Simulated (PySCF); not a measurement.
How methods differ on the excitation energy of Pb

Pb [Xe] 4f14 5d10 6s2 6p2 (3P) → Pb [Xe] 4f14 5d10 6s1 6p3 (5S), as a difference of total energies. Calculation: PySCF 2.14, in x2c-TZVPPall; the spin-free X2C one-electron Hamiltonian (Gaussian nucleus). Correlated levels: valence: [Xe] 4f14 5d10 frozen; valence and next inner shell: [Kr] 4d10 4f14 frozen. The calculations carry no spin-orbit coupling.

| method | excitation energy (eV) |
| --- | --- |
| UHF | 4.690 |
| LDA | 7.212 |
| PBE | 6.930 |
| PBE0 | 6.509 |
| r2SCAN | 6.428 |
| BP86 | 7.030 |
| B97-3 | 6.852 |
| wB97X-V | 6.678 |
| MP2 (valence) | 5.300 |
| SCS-MP2 (valence) | 5.575 |
| MP2 (valence and next inner shell) | 6.393 |
| SCS-MP2 (valence and next inner shell) | 6.520 |

Q: How much does correlation contribute at MP2 (valence and next inner shell)?

A: 6.393 − (4.690) = 1.703 eV, measured against UHF.

Spin-orbit coupling is strong in these open shells (close to jj coupling). The scalar numbers leave it out and a first-order estimate fails, so it can dominate the gap to the real levels.
